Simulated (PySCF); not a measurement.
Cl$_{5}$Sb, triplet, geometry from GFN2-xTB (a higher spin typed on purpose: for a closed-shell molecule this is an excited state) (all electrons, no relativity); SVWN5/STO-3G run with PySCF.

Input for PySCF:
```python
from pyscf import gto, scf, dft

mol = gto.Mole()
mol.atom = '''
    Sb    0.029058   -0.233813   -0.168264
    Cl    2.465599    0.376450   -0.603069
    Cl    0.735301   -1.609775    1.858101
    Cl   -0.676301    1.135035   -2.199749
    Cl   -2.406599   -0.851190    0.261421
    Cl   -0.205173    1.650920    1.188089
'''
mol.basis = 'sto-3g'
mol.charge = 0
mol.spin = 2
mol.verbose = 4
mol.build()

mf = dft.UKS(mol)
mf.xc = 'lda,vwn'
mf.kernel()
```

What the program printed (banner, timings and long lists left out):

```
PySCF version 2.14.0

[INPUT] verbose = 4
[INPUT] num. atoms = 6
[INPUT] num. electrons = 136
[INPUT] charge = 0
[INPUT] spin (= nelec alpha-beta = 2S) = 2
[INPUT] symmetry False subgroup None
[INPUT] Mole.unit = angstrom
[INPUT] Symbol           X                Y                Z      unit          X                Y                Z       unit  Magmom
[INPUT]  1 Sb     0.029058000000  -0.233813000000  -0.168264000000 AA    0.054911661728  -0.441842534363  -0.317972876624 Bohr   0.0
[INPUT]  2 Cl     2.465599000000   0.376450000000  -0.603069000000 AA    4.659306843001   0.711387399593  -1.139635244215 Bohr   0.0
[INPUT]  3 Cl     0.735301000000  -1.609775000000   1.858101000000 AA    1.389517509119  -3.042033872172   3.511302001780 Bohr   0.0
[INPUT]  4 Cl    -0.676301000000   1.135035000000  -2.199749000000 AA   -1.278023667769   2.144905291796  -4.156923152786 Bohr   0.0
[INPUT]  5 Cl    -2.406599000000  -0.851190000000   0.261421000000 AA   -4.547813001652  -1.608515979969   0.494014093210 Bohr   0.0
[INPUT]  6 Cl    -0.205173000000   1.650920000000   1.188089000000 AA   -0.387720778155   3.119786653567   2.245162821608 Bohr   0.0

nuclear repulsion = 1323.02871612865
number of shells = 36
number of NR pGTOs = 216
number of NR cGTOs = 72
basis = sto-3g
ecp = {}

******** <class 'pyscf.dft.uks.UKS'> ********
method = UKS
initial guess = minao
damping factor = 0
level_shift factor = 0
DIIS = <class 'pyscf.scf.diis.CDIIS'>
diis_start_cycle = 1
diis_space = 8
diis_damp = 0
SCF conv_tol = 1e-09
SCF conv_tol_grad = None
SCF max_cycles = 50
direct_scf = True
direct_scf_tol = 1e-13
number electrons alpha = 69  beta = 67
XC library pyscf.dft.libxc version 7.1.2
    S. Lehtola, C. Steigemann, M. J. T. Oliveira, and M. A. L. Marques,  SoftwareX 7, 1–5 (2018)
XC functionals = lda,vwn
    P. A. M. Dirac,  Math. Proc. Cambridge Philos. Soc. 26, 376 (1930)
    F. Bloch,  Z. Phys. 57, 545 (1929)
    S. H. Vosko, L. Wilk, and M. Nusair,  Can. J. Phys. 58, 1200 (1980)
radial grids:
    Treutler-Ahlrichs [JCP 102, 346 (1995); DOI:10.1063/1.469408] (M4) radial grids

becke partition: Becke, JCP 88, 2547 (1988); DOI:10.1063/1.454033
pruning grids: <function nwchem_prune>
grids dens level: 3
symmetrized grids: False
atomic radii adjust function: <function treutler_atomic_radii_adjust>
small_rho_cutoff = 0
Set gradient conv threshold to 3.16228e-05
tot grids = 116360
init E= -8496.84046774516

cycle= 1 E= -8515.94756675902  delta_E= -19.1  |g|= 0.151  |ddm|= 2.67

cycle= 2 E= -8515.79084382828  delta_E= 0.157  |g|= 0.279  |ddm|= 1.76

cycle= 3 E= -8515.93300140368  delta_E= -0.142  |g|= 0.127  |ddm|= 1.73

cycle= 4 E= -8515.88559579331  delta_E= 0.0474  |g|= 0.167  |ddm|= 1.69

cycle= 5 E= -8515.90726851909  delta_E= -0.0217  |g|= 0.132  |ddm|= 1.67

cycle= 6 E= -8515.9603347589  delta_E= -0.0531  |g|= 0.0385  |ddm|= 1.64

cycle= 7 E= -8515.96176877409  delta_E= -0.00143  |g|= 0.0264  |ddm|= 0.0894

cycle= 8 E= -8515.94761782696  delta_E= 0.0142  |g|= 0.0899  |ddm|= 0.456

cycle= 9 E= -8515.92119027541  delta_E= 0.0264  |g|= 0.107  |ddm|= 1.63

cycle= 10 E= -8515.92273924548  delta_E= -0.00155  |g|= 0.103  |ddm|= 1.63

cycle= 11 E= -8515.96237042472  delta_E= -0.0396  |g|= 0.0187  |ddm|= 1.63

cycle= 12 E= -8515.96078036394  delta_E= 0.00159  |g|= 0.0348  |ddm|= 0.156

cycle= 13 E= -8515.96275945512  delta_E= -0.00198  |g|= 0.0111  |ddm|= 0.174

cycle= 14 E= -8515.92008545517  delta_E= 0.0427  |g|= 0.111  |ddm|= 1.63

cycle= 15 E= -8515.96284023379  delta_E= -0.0428  |g|= 0.00876  |ddm|= 1.63

cycle= 16 E= -8515.93595761396  delta_E= 0.0269  |g|= 0.0901  |ddm|= 1.49

cycle= 17 E= -8515.95935032246  delta_E= -0.0234  |g|= 0.0389  |ddm|= 1.05

cycle= 18 E= -8515.91777980989  delta_E= 0.0416  |g|= 0.116  |ddm|= 1.61

cycle= 19 E= -8515.96282095264  delta_E= -0.045  |g|= 0.00905  |ddm|= 1.63

cycle= 20 E= -8515.96287563232  delta_E= -5.47e-05  |g|= 0.00548  |ddm|= 0.259

cycle= 21 E= -8515.96172082023  delta_E= 0.00115  |g|= 0.0171  |ddm|= 0.824

cycle= 22 E= -8515.95690015019  delta_E= 0.00482  |g|= 0.0476  |ddm|= 0.351

cycle= 23 E= -8515.96074027508  delta_E= -0.00384  |g|= 0.0202  |ddm|= 0.436

cycle= 24 E= -8515.9594260905  delta_E= 0.00131  |g|= 0.0323  |ddm|= 0.476

cycle= 25 E= -8515.95707552124  delta_E= 0.00235  |g|= 0.0427  |ddm|=  1.1

cycle= 26 E= -8515.96248949975  delta_E= -0.00541  |g|= 0.0112  |ddm|= 1.13

cycle= 27 E= -8515.96290587934  delta_E= -0.000416  |g|= 0.00474  |ddm|= 0.306

cycle= 28 E= -8515.95982006488  delta_E= 0.00309  |g|= 0.0275  |ddm|=  1.1

cycle= 29 E= -8515.95124117071  delta_E= 0.00858  |g|= 0.0611  |ddm|= 1.56

cycle= 30 E= -8515.95283456964  delta_E= -0.00159  |g|= 0.0565  |ddm|= 1.35

cycle= 31 E= -8515.95905878751  delta_E= -0.00622  |g|= 0.034  |ddm|= 0.363

cycle= 32 E= -8515.9609757908  delta_E= -0.00192  |g|= 0.0231  |ddm|= 0.201

cycle= 33 E= -8515.95708368025  delta_E= 0.00389  |g|= 0.0407  |ddm|= 0.805

cycle= 34 E= -8515.93742440727  delta_E= 0.0197  |g|= 0.088  |ddm|= 1.63

cycle= 35 E= -8515.96139978846  delta_E= -0.024  |g|= 0.0184  |ddm|= 1.26

cycle= 36 E= -8515.95406579708  delta_E= 0.00733  |g|= 0.0562  |ddm|= 1.21

cycle= 37 E= -8515.9606510008  delta_E= -0.00659  |g|= 0.0282  |ddm|= 0.802

cycle= 38 E= -8515.96131326074  delta_E= -0.000662  |g|= 0.0202  |ddm|= 0.541

cycle= 39 E= -8515.96195736568  delta_E= -0.000644  |g|= 0.0193  |ddm|= 0.298

cycle= 40 E= -8515.95831158753  delta_E= 0.00365  |g|= 0.0382  |ddm|= 1.19

cycle= 41 E= -8515.9573503728  delta_E= 0.000961  |g|= 0.0422  |ddm|= 0.0536

cycle= 42 E= -8515.95732650225  delta_E= 2.39e-05  |g|= 0.0444  |ddm|= 0.0822

cycle= 43 E= -8515.95691585517  delta_E= 0.000411  |g|= 0.0456  |ddm|= 0.0575

cycle= 44 E= -8515.95965797277  delta_E= -0.00274  |g|= 0.0288  |ddm|= 1.31

cycle= 45 E= -8515.95791162738  delta_E= 0.00175  |g|= 0.0429  |ddm|= 0.851

cycle= 46 E= -8515.96071420808  delta_E= -0.0028  |g|= 0.0285  |ddm|= 0.359

cycle= 47 E= -8515.96254012151  delta_E= -0.00183  |g|= 0.0139  |ddm|= 0.458

cycle= 48 E= -8515.92098441492  delta_E= 0.0416  |g|= 0.108  |ddm|= 1.61

cycle= 49 E= -8515.93149367918  delta_E= -0.0105  |g|= 0.0956  |ddm|= 0.715

cycle= 50 E= -8515.94612748498  delta_E= -0.0146  |g|= 0.0752  |ddm|= 0.531
SCF not converged.
SCF energy = -8515.94612748498 after 50 cycles  <S^2> = 2.0008635  2S+1 = 3.0005756
```

Convergence was not reached.
